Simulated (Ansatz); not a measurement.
`B[Si](C)(O)F` + H₂O → `B[Si](O)(O)F` + CH₄  (formal hydrolysis of the Si–C bond)

Isolated molecules relaxed with PBE0-D4/def2-TZVP in Ansatz; ΔE leaves out vibrations. CBS: MP2 limit from def2 TZ/QZ plus the TZ coupled-cluster correction, frozen cores. This one scheme is used for every species. DFT in def2-TZVPP. HSE06 is defined as in plane-wave codes. Each species was taken in one conformer, which may not be the lowest.

`B[Si](C)(O)F`:

```xyz
11

B    -1.545   -0.020   -1.183
Si   -0.292    0.178    0.380
C     1.504    0.128   -0.101
O    -0.699   -1.019    1.430
F    -0.499    1.587    1.131
H    -2.228    0.875   -1.584
H    -1.602   -1.059   -1.773
H     1.754   -0.823   -0.579
H     1.750    0.936   -0.796
H     2.140    0.246    0.781
H    -0.283   -1.031    2.294
```

H₂O:

Cartesian coordinates in Å:
```
O 0.095 -0.184 0.329
H -0.416 0.623 0.239
H 0.320 -0.439 -0.568
```

`B[Si](O)(O)F`:

```xyz
9

B    -0.250    0.761   -1.425
Si    0.076    0.011    0.405
O     0.709   -1.500    0.439
O    -1.301   -0.046    1.268
F     1.137    0.996    1.098
H    -1.243    1.361   -1.704
H     0.575    0.629   -2.282
H     1.614   -1.617    0.146
H    -1.317   -0.595    2.054
```

CH₄:

Z-matrix (Å, degrees):
```
C
H 1 1.090
H 1 1.090 2 109.5
H 1 1.090 2 109.5 3 -120.0
H 1 1.090 2 109.5 3 120.0
```

| level | ΔE (kcal/mol) | difference from CCSD(T)/CBS |
| --- | --- | --- |
| LDA (SPW92) | -28.2 | 0.1 |
| revPBE-D4 | -26.9 | 1.4 |
| BLYP-D4 | -29.5 | -1.2 |
| PBE0-D4 | -27.6 | 0.7 |
| r2SCANh-D4 | -29.8 | -1.5 |
| HSE06-D4 | -27.6 | 0.7 |
| CAM-B3LYP-D4 | -30.5 | -2.2 |
| PBE | -27.7 | 0.6 |
| BLYP | -30.3 | -2.0 |
| r2SCAN | -30.0 | -1.7 |
| r2SCANh | -29.9 | -1.6 |
| CAM-B3LYP | -30.9 | -2.6 |
| LC-ωPBE | -28.4 | -0.1 |
| MP2/def2-SVP | -29.3 | -1.0 |
| CCSD/def2-TZVPP | -29.4 | -1.1 |
| HF/CBS(def2) | -32.8 | -4.5 |
| CCSD(T)/CBS | -28.3 | 0 |

**Question.** What do rigid-rotor, harmonic-oscillator terms from PBE0-D4/def2-TZVP frequencies (298.15 K, 1 bar) make of the CCSD(T)/CBS value? (Best estimate.)

**Answer.** Ansatz gave: ΔZPE = +0.8 kcal/mol, ΔH = -27.9 kcal/mol, ΔS = -17 J/(mol·K), ΔG = -26.7 kcal/mol.

Largest T1 diagnostic among the species: 0.012.

Leaving LDA and LC-ωPBE aside and taking each functional with its dispersion term where it has one, the values, not all of them listed here, spread over 3.8 kcal/mol, from B97M-V to revPBE-D4. From BLYP to BHLYP (50 % exact exchange), in def2-TZVPP and without D4, ΔE moves by −1.1 kcal/mol. In def2-TZVPP, CCSD(T) changes the Hartree–Fock value by +3.7 kcal/mol (the triples alone add +0.3 kcal/mol) and MP2 by +3.5 kcal/mol.

CCSD(T)/CBS has its own doubt, a few kJ/mol and more with outer-core shells, so smaller differences from it don't rank the levels.
